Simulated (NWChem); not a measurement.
All runs are NWChem calculations. System: HSn, charge 0, spin multiplicity 2, at a geometry optimised with UPBE/def2-SVP with def2 effective core potentials on Sn. The structure started from a generated list of species. Its SCF solution wasn't tested for a lower state. Level: UHF/def2-TZVP with def2 effective core potentials on Sn.

Job file:

```
start mol
memory heap 200 mb stack 900 mb global 1100 mb
geometry units angstroms nocenter noautoz
  Sn     0.000000     0.000000     0.035451
  H      0.000000     0.000000    -1.772549
  symmetry group C2v
end
basis spherical
  * library def2-tzvp
end
ecp
  Sn library def2-ecp
end
scf
  uhf
  nopen 1
  maxiter 100
  thresh 1e-7
  semidirect memsize 60000000 filesize 0
  # guess.movecs holds the orbitals of an unrestricted PBE0 run
  vectors input guess.movecs output mol.movecs
end
task scf energy
```

NWChem printed:

```
             Northwest Computational Chemistry Package (NWChem) 7.3.0
             --------------------------------------------------------

                                NWChem Input Module
                                -------------------

 Scaling coordinates for geometry "geometry" by  1.889725989
 (inverse scale =  0.529177249)

 Turning off AUTOSYM since
 SYMMETRY directive was detected!

                             Geometry "geometry" -> ""
                             -------------------------

 Output coordinates in angstroms (scale by  1.889725989 to convert to a.u.)

  No.       Tag          Charge          X              Y              Z
 ---- ---------------- ---------- -------------- -------------- --------------
    1 Sn                  50.0000     0.00000000     0.00000000     0.03545100
    2 H                    1.0000     0.00000000     0.00000000    -1.77254900

 Effective nuclear repulsion energy (a.u.)      14.6343265763

            Nuclear Dipole moment (a.u.)
            ----------------------------
        X                 Y               Z
 ---------------- ---------------- ----------------
     0.0000000000     0.0000000000     0.0000018897

      Symmetry information
      --------------------

 Group name             C2v
 Group number             16
 Group order               4
 No. of unique centers     2

      Symmetry unique atoms

     1    2


 Summary of "ao basis" -> "" (spherical)
 ------------------------------------------------------------------------------
       Tag                 Description            Shells   Functions and Types
 ---------------- ------------------------------  ------  ---------------------
 *                         def2-tzvp                  on all atoms

 Summary of "ao basis" -> "ao basis" (spherical)
 ------------------------------------------------------------------------------
       Tag                 Description            Shells   Functions and Types
 ---------------- ------------------------------  ------  ---------------------
 Sn                        def2-tzvp                16       50   6s5p3d2f
 H                         def2-tzvp                 4        6   3s1p

                                 NWChem SCF Module
                                 -----------------

  ao basis        = "ao basis"
  functions       =    56
  atoms           =     2
  alpha electrons =    12
  beta  electrons =    11
  charge          =   0.00
  wavefunction    = UHF
  use symmetry    = T
  symmetry adapt  = T

 Summary of "ao basis" -> "ao basis" (spherical)
 ------------------------------------------------------------------------------
       Tag                 Description            Shells   Functions and Types
 ---------------- ------------------------------  ------  ---------------------
 Sn                        def2-tzvp                16       50   6s5p3d2f
 H                         def2-tzvp                 4        6   3s1p

      Symmetry analysis of basis
      --------------------------

        a1         25
        a2          5
        b1         13
        b2         13

 Forming initial guess at       0.1s

   Symmetry analysis of molecular orbitals - initial alpha
   -------------------------------------------------------

  Numbering of irreducible representations:

     1 a1          2 a2          3 b1          4 b2

  Orbital symmetries:

     1 a1          2 b1          3 b2          4 a1          5 a1
     6 a2          7 b1          8 a1          9 b2         10 a1
[...]
              MO Center= -4.5D-15,  5.7D-14,  7.5D-01, r^2= 7.9D+00
   Bfn.  Coefficient  Atom+Function         Bfn.  Coefficient  Atom+Function
  ----- ------------  ---------------      ----- ------------  ---------------
    21      1.474711  1 Sn pz                53      1.408031  2 H  s
     6     -0.828881  1 Sn s

 Vector   15  Occ=0.000000D+00  E= 1.713410D-01  Symmetry=b2
              MO Center= -4.2D-15,  8.0D-14,  3.8D-02, r^2= 1.0D+01
   Bfn.  Coefficient  Atom+Function         Bfn.  Coefficient  Atom+Function
  ----- ------------  ---------------      ----- ------------  ---------------
    20      1.578363  1 Sn py                17     -1.385617  1 Sn py
    11      0.187414  1 Sn py

                     UHF Final Beta Molecular Orbital Analysis
                     -----------------------------------------

 Vector    9  Occ=1.000000D+00  E=-1.299234D+00  Symmetry=b2
              MO Center= -1.6D-16,  1.3D-16,  3.5D-02, r^2= 3.9D-01
   Bfn.  Coefficient  Atom+Function         Bfn.  Coefficient  Atom+Function
  ----- ------------  ---------------      ----- ------------  ---------------
    23      0.907624  1 Sn d -1              28      0.158701  1 Sn d -1

 Vector   10  Occ=1.000000D+00  E=-5.464879D-01  Symmetry=a1
              MO Center= -3.2D-14,  6.7D-15, -7.2D-01, r^2= 1.9D+00
   Bfn.  Coefficient  Atom+Function         Bfn.  Coefficient  Atom+Function
  ----- ------------  ---------------      ----- ------------  ---------------
     5      0.591990  1 Sn s                  2      0.466402  1 Sn s
     3     -0.364696  1 Sn s                  6      0.336010  1 Sn s
     1     -0.294433  1 Sn s                  4     -0.289073  1 Sn s
    52      0.219208  2 H  s

 Vector   11  Occ=1.000000D+00  E=-3.413242D-01  Symmetry=a1
              MO Center= -1.1D-14,  3.0D-15, -1.3D-01, r^2= 3.1D+00
   Bfn.  Coefficient  Atom+Function         Bfn.  Coefficient  Atom+Function
  ----- ------------  ---------------      ----- ------------  ---------------
     5      0.393596  1 Sn s                  6      0.382275  1 Sn s
     2      0.305522  1 Sn s                 18      0.297618  1 Sn pz
     3     -0.245889  1 Sn s                 12     -0.245749  1 Sn pz
    52     -0.244700  2 H  s                 53     -0.225139  2 H  s
    15      0.210574  1 Sn pz                 1     -0.192790  1 Sn s

 Vector   12  Occ=0.000000D+00  E=-1.226971D-03  Symmetry=b1
              MO Center=  2.0D-12,  1.5D-15,  3.5D-02, r^2= 5.1D+00
   Bfn.  Coefficient  Atom+Function         Bfn.  Coefficient  Atom+Function
  ----- ------------  ---------------      ----- ------------  ---------------
    19      0.648702  1 Sn px                16      0.283288  1 Sn px
    10     -0.271999  1 Sn px                13      0.232975  1 Sn px

 Vector   13  Occ=0.000000D+00  E= 3.450811D-02  Symmetry=b2
              MO Center=  9.2D-15,  4.3D-13,  2.7D-02, r^2= 5.8D+00
   Bfn.  Coefficient  Atom+Function         Bfn.  Coefficient  Atom+Function
  ----- ------------  ---------------      ----- ------------  ---------------
    20      0.775947  1 Sn py                11     -0.249822  1 Sn py
    14      0.238286  1 Sn py

 Vector   14  Occ=0.000000D+00  E= 1.169379D-01  Symmetry=a1
              MO Center= -2.2D-14,  5.6D-16,  8.1D-01, r^2= 8.2D+00
   Bfn.  Coefficient  Atom+Function         Bfn.  Coefficient  Atom+Function
  ----- ------------  ---------------      ----- ------------  ---------------
    21      1.551899  1 Sn pz                53      1.417713  2 H  s
     6     -0.836737  1 Sn s                  2     -0.155956  1 Sn s

 center of mass
 --------------
 x =   0.00000000 y =   0.00000000 z =   0.03803489

 moments of inertia (a.u.)
 ------------------
          11.664955249452           0.000000000000           0.000000000000
           0.000000000000          11.664955249452           0.000000000000
           0.000000000000           0.000000000000           0.000000000000

  Mulliken analysis of the total density
  --------------------------------------

    Atom       Charge   Shell Charges
 -----------   ------   -------------------------------------------------------
    1 Sn  22    21.87   0.29 -0.77  1.54  0.95  1.05  0.84 -0.40  6.36  0.50  1.07  0.38  8.95  1.04  0.08  0.01  0.00
    2 H    1     1.13   0.21  0.57  0.34  0.01

  Mulliken analysis of the alpha density
  --------------------------------------

    Atom       Charge   Shell Charges
 -----------   ------   -------------------------------------------------------
    1 Sn  22    11.46   0.14 -0.39  0.77  0.47  0.52  0.44 -0.20  3.18  0.35  0.83  0.31  4.46  0.53  0.05  0.00  0.00
    2 H    1     0.54   0.10  0.27  0.16  0.00

   Mulliken analysis of the beta density
   -------------------------------------

    Atom       Charge   Shell Charges
 -----------   ------   -------------------------------------------------------
    1 Sn  22    10.41   0.14 -0.39  0.77  0.47  0.53  0.41 -0.20  3.17  0.15  0.25  0.07  4.48  0.51  0.03  0.00  0.00
    2 H    1     0.59   0.11  0.30  0.18  0.00

   Mulliken analysis of the spin density
   -------------------------------------

    Atom       Charge   Shell Charges
 -----------   ------   -------------------------------------------------------
    1 Sn  22     1.05  -0.00  0.00 -0.00 -0.00 -0.01  0.03 -0.00  0.01  0.20  0.58  0.24 -0.02  0.02  0.02 -0.00 -0.00
    2 H    1    -0.05  -0.01 -0.03 -0.02  0.00

       Multipole analysis of the density wrt the origin
       ------------------------------------------------

     L   x y z        total         alpha         beta         nuclear
     -   - - -        -----         -----         ----         -------
     0   0 0 0      0.000000    -12.000000    -11.000000     23.000000

     1   1 0 0      0.000000      0.000000      0.000000      0.000000
     1   0 1 0      0.000000      0.000000     -0.000000      0.000000
     1   0 0 1      0.210801      1.055182      1.031412     -1.875793

     2   2 0 0    -16.703353     -9.479776     -7.223577      0.000000
     2   1 1 0      0.000000      0.000000     -0.000000      0.000000
     2   1 0 1      0.000000      0.000000      0.000000      0.000000
     2   0 2 0    -21.617381    -14.762912     -6.854470      0.000000
     2   0 1 1     -0.000000     -0.000000     -0.000000      0.000000
     2   0 0 2    -22.505529    -17.818503    -16.005796     11.318770

 Task  times  cpu:        0.5s     wall:        0.5s

 Total times  cpu:        0.5s     wall:        0.5s
```
